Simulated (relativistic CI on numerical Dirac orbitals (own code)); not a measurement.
Forbidden transitions in Tl XXXVII

Method of calculation: Dirac-Coulomb-Breit CI, separate exchange-only KLI orbitals for each configuration, model QED, unscaled Slater integrals (own radial code, finite nucleus).

Configuration list (outside the closed core [Ar] 3d10): 4s2 4p6 4d9, 4s2 4p6 4d8 4f, 4s2 4p5 4d10, 4s 4p6 4d10, 4s2 4p5 4d9 4f, 4s 4p6 4d9 4f, 4s2 4p6 4d8 5s, 4s2 4p6 4d7 4f 5s, 4s2 4p6 4d8 5p, 4s2 4p5 4d9 5s, 4s2 4p6 4d8 5f, 4s2 4p6 4d7 5s 5p, 4p6 4d10 4f, 4s2 4p5 4d9 5d, 4s 4p6 4d9 5s, 4s2 4p6 4d8 6p, 4p6 4d10 5p, 4p6 4d9 4f2, 4p6 4d8 4f3, 4p5 4d10 4f2, 4p5 4d9 4f3, 4p6 4d8 4f2 5s, 4p6 4d10 5s, 4p5 4d10 4f 5s, 4p6 4d9 5s2, 4p6 4d8 4f 5s2, 4p5 4d10 5s2, 4p5 4d9 4f 5s2. Double excitations out of closed p, d and f shells are left out; levels of such configurations are missing from the list, as are those of other unlisted configurations, and high levels can miss mixing partners. These lack a partner that the ground configuration has and come out too high: 4s2 4p6 4d8 5p, 4s2 4p5 4d9 5s, 4s2 4p6 4d8 5f, 4s2 4p5 4d9 5d, 4s2 4p6 4d8 6p.

```csv
λ vac (Å),Lower,Upper,Type,A (s⁻¹),E lower (cm⁻¹),E upper (cm⁻¹)
47.409,4s2 4p6 4d9 2D_5/2 [1],4s2 4p6 4d8 4f 4G°_9/2 [41],M2,1.37e+04,0,2109320
48.248,4s2 4p6 4d9 2D_5/2 [1],4s2 4p6 4d8 4f 4H°_9/2 [35],M2,6.97e+03,0,2072621
52.169,4s2 4p6 4d9 2D_5/2 [1],4s2 4p6 4d8 4f 2H°_9/2 [17],M2,3.07e+03,0,1916838
52.568,4s2 4p6 4d9 2D_5/2 [1],4s2 4p6 4d8 4f 2G°_9/2 [15],M2,7.16e+04,0,1902313
53.819,4s2 4p6 4d9 2D_5/2 [1],4s2 4p6 4d8 4f 4G°_9/2 [9],M2,1.35e+04,0,1858083
336.80,4s2 4p6 4d8 4f 4H°_11/2 [10],4s2 4p6 4d8 4f 2I°_11/2 [57],M1,6.34e+04,1873626,2170534
349.16,4s2 4p6 4d8 4f 4H°_11/2 [10],4s2 4p6 4d8 4f 2H°_9/2 [52],M1,7.52e+03,1873626,2160026
361.32,4s2 4p6 4d8 4f 2I°_13/2 [7],4s2 4p6 4d8 4f 4H°_11/2 [47],M1,7.19e+03,1856995,2133756
362.75,4s2 4p6 4d8 4f 4G°_9/2 [9],4s2 4p6 4d8 4f 4H°_11/2 [47],M1,4.70e+03,1858083,2133756
364.71,4s2 4p6 4d8 4f 4F°_7/2 [5],4s2 4p6 4d8 4f 4F°_9/2 [39],M1,9.63e+03,1828350,2102540
391.62,4s2 4p6 4d8 4f 4H°_13/2 [16],4s2 4p6 4d8 4f 2I°_11/2 [55],M1,4.99e+04,1912814,2168161
398.03,4s2 4p6 4d8 4f 4G°_9/2 [9],4s2 4p6 4d8 4f 4G°_9/2 [41],M1,1.06e+04,1858083,2109320
400.88,4s2 4p6 4d8 4f 4I°_15/2 [12],4s2 4p6 4d8 4f 2K°_15/2 [49],M1,5.83e+04,1894260,2143711
409.07,4s2 4p6 4d8 4f 4G°_9/2 [9],4s2 4p6 4d8 4f 4F°_9/2 [39],M1,2.20e+04,1858083,2102540
409.38,4s2 4p6 4d8 4f 4F°_7/2 [5],4s2 4p6 4d8 4f 4H°_9/2 [35],M1,1.73e+04,1828350,2072621
429.16,4s2 4p6 4d8 4f 2I°_13/2 [7],4s2 4p6 4d8 4f 2K°_13/2 [37],M1,4.91e+04,1856995,2090006
432.07,4s2 4p6 4d8 4f 2G°_9/2 [15],4s2 4p6 4d8 4f 4H°_11/2 [47],M1,1.95e+04,1902313,2133756
432.55,4s2 4p6 4d8 4f 2H°_11/2 [20],4s2 4p6 4d8 4f 2I°_11/2 [55],M1,3.64e+04,1936972,2168161
433.09,4s2 4p6 4d8 4f 4H°_13/2 [16],4s2 4p6 4d8 4f 2K°_15/2 [49],M1,5.98e+03,1912814,2143711
436.85,4s2 4p6 4d8 4f 4H°_11/2 [10],4s2 4p6 4d8 4f 4F°_9/2 [39],M1,1.23e+04,1873626,2102540
438.83,4s2 4p6 4d8 4f 2F°_7/2 [19],4s2 4p6 4d8 4f 2H°_9/2 [52],M1,1.30e+04,1932147,2160026
444.23,4s2 4p6 4d8 4f 4I°_15/2 [12],4s2 4p6 4d8 4f 4I°_13/2 [43],M1,1.91e+05,1894260,2119371
448.32,4s2 4p6 4d8 4f 2H°_11/2 [20],4s2 4p6 4d8 4f 2H°_9/2 [52],M1,5.79e+04,1936972,2160026
450.67,4s2 4p6 4d9 2D_5/2 [1],4s2 4p6 4d9 2D_3/2 [2],M1,1.76e+05,0,221891
452.61,4s2 4p6 4d8 4f 4H°_13/2 [16],4s2 4p6 4d8 4f 4H°_11/2 [47],M1,1.37e+05,1912814,2133756
466.12,4s2 4p6 4d8 4f 4G°_9/2 [9],4s2 4p6 4d8 4f 4H°_9/2 [35],M1,2.71e+04,1858083,2072621
471.31,4s2 4p6 4d8 4f 2I°_13/2 [7],4s2 4p6 4d8 4f 4I°_11/2 [34],M1,1.82e+05,1856995,2069170
483.08,4s2 4p6 4d8 4f 2G°_9/2 [15],4s2 4p6 4d8 4f 4G°_9/2 [41],M1,4.82e+04,1902313,2109320
484.13,4s2 4p6 4d8 4f 4H°_13/2 [16],4s2 4p6 4d8 4f 4I°_13/2 [43],M1,2.24e+04,1912814,2119371
499.43,4s2 4p6 4d8 4f 2G°_9/2 [15],4s2 4p6 4d8 4f 4F°_9/2 [39],M1,8.34e+03,1902313,2102540
502.53,4s2 4p6 4d8 4f 4H°_11/2 [10],4s2 4p6 4d8 4f 4H°_9/2 [35],M1,1.38e+05,1873626,2072621
508.17,4s2 4p6 4d8 4f 2H°_11/2 [20],4s2 4p6 4d8 4f 4H°_11/2 [47],M1,2.95e+04,1936972,2133756
510.87,4s2 4p6 4d8 4f 4I°_15/2 [12],4s2 4p6 4d8 4f 2K°_13/2 [37],M1,4.70e+03,1894260,2090006
511.39,4s2 4p6 4d8 4f 4H°_11/2 [10],4s2 4p6 4d8 4f 4I°_11/2 [34],M1,7.10e+03,1873626,2069170
519.53,4s2 4p6 4d8 4f 2H°_9/2 [17],4s2 4p6 4d8 4f 4G°_9/2 [41],M1,1.33e+04,1916838,2109320
523.64,4s2 4p6 4d8 4f 2G°_9/2 [22],4s2 4p6 4d8 4f 2H°_9/2 [52],M1,6.71e+04,1969054,2160026
538.50,4s2 4p6 4d8 4f 2H°_9/2 [17],4s2 4p6 4d8 4f 4F°_9/2 [39],M1,3.30e+04,1916838,2102540
540.39,4s2 4p6 4d8 4f 4D°_7/2 [11],4s2 4p6 4d8 4f 4H°_9/2 [35],M1,5.64e+03,1887570,2072621
548.25,4s2 4p6 4d8 4f 2H°_11/2 [20],4s2 4p6 4d8 4f 4I°_13/2 [43],M1,1.26e+04,1936972,2119371
556.92,4s2 4p6 4d8 4f 4G°_11/2 [24],4s2 4p6 4d8 4f 2I°_11/2 [55],M1,3.15e+04,1988604,2168161
564.42,4s2 4p6 4d8 4f 2F°_7/2 [19],4s2 4p6 4d8 4f 4G°_9/2 [41],M1,8.68e+03,1932147,2109320
580.22,4s2 4p6 4d8 4f 2H°_11/2 [20],4s2 4p6 4d8 4f 4G°_9/2 [41],M1,1.46e+04,1936972,2109320
583.36,4s2 4p6 4d8 4f 4G°_11/2 [24],4s2 4p6 4d8 4f 2H°_9/2 [52],M1,9.74e+03,1988604,2160026
603.98,4s2 4p6 4d8 4f 2H°_11/2 [20],4s2 4p6 4d8 4f 4F°_9/2 [39],M1,1.66e+04,1936972,2102540
903.61,4s2 4p6 4d8 4f 4G°_7/2 [25],4s2 4p6 4d8 4f 4G°_9/2 [41],M1,1.10e+04,1998653,2109320
```

Terms are leading LS components. Brackets give the number of a level in order of energy, since labels repeat. The list gives strong lines, with weight on those to low levels, among the lowest 400 of 6322 levels, so that lines to higher ones, which can be the strongest, are missing. Levels whose partners in the same complex of configurations lie outside the list can be far off, and so can their lines. Rates are taken at the computed energies, electric ones in the length gauge.

At this charge energies of transitions that change n are usually good to better than 1 %, and those within a shell (Δn = 0) to a few per cent.

LS names give the leading component of a level, which can be under half, so a name can repeat, a term be missing and a line seem to break the LS rules.
